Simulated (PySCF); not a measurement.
CH₇AlO₂Si, SMILES C[O][AlH][O][SiH3]. Atoms are numbered in the order given.

```xyz
12

Al    -0.6771     0.6698     0.8240
H     -1.1884     1.0769     2.2475
O     -1.2708     1.5177    -0.5091
C     -1.1572     1.5634    -1.8915
H     -0.7924     2.5529    -2.2200
H     -0.4625     0.8015    -2.2922
H     -2.1403     1.4024    -2.3684
O      0.4424    -0.5875     0.6164
Si     1.5251    -1.7783     0.2786
H      0.9584    -3.1127     0.6423
H      2.7877    -1.5665     1.0498
H      1.8580    -1.7876    -1.1801
```
Charge 0, spin multiplicity 1.

The structure is a stationary point at PBE0-D3(BJ)/def2-SVP. The structure was generated by enumeration; whether it is a known compound was not checked. One conformer was computed; it need not be the lowest.

Two levels are set side by side: PBE/pcSseg-1 (PySCF) and B3LYP/pcSseg-1 (PySCF). GIAO shifts against H2O (¹⁷O), TMS (²⁹Si), TMS (¹H), TMS (¹³C) at the same level; non-relativistic, no solvent, atoms listed together averaged. Differences are taken from unrounded values.

```
quantity              B3LYP
--------------------  -----
δ(¹H) of H2 (ppm)      3.93
δ(¹⁷O) of O3 (ppm)     39.7
δ(¹³C) of C4 (ppm)     56.9
δ(¹⁷O) of O8 (ppm)     40.5
δ(²⁹Si) of Si9 (ppm)  -47.7
```

Task: What does PBE give, and how far is it from B3LYP? (Estimate from the structure and the level; the computed values follow.)

Result: 
```csv
quantity,PBE,PBE minus B3LYP
δ(¹H) of H2 (ppm),4.07,0.14
δ(¹⁷O) of O3 (ppm),53.2,13.5
δ(¹³C) of C4 (ppm),58.1,1.3
δ(¹⁷O) of O8 (ppm),47.6,7.1
δ(²⁹Si) of Si9 (ppm),-42.5,5.2
```

Rough cost on one machine, each run with all the roots and properties that it gave: B3LYP against PBE within a factor of 2.
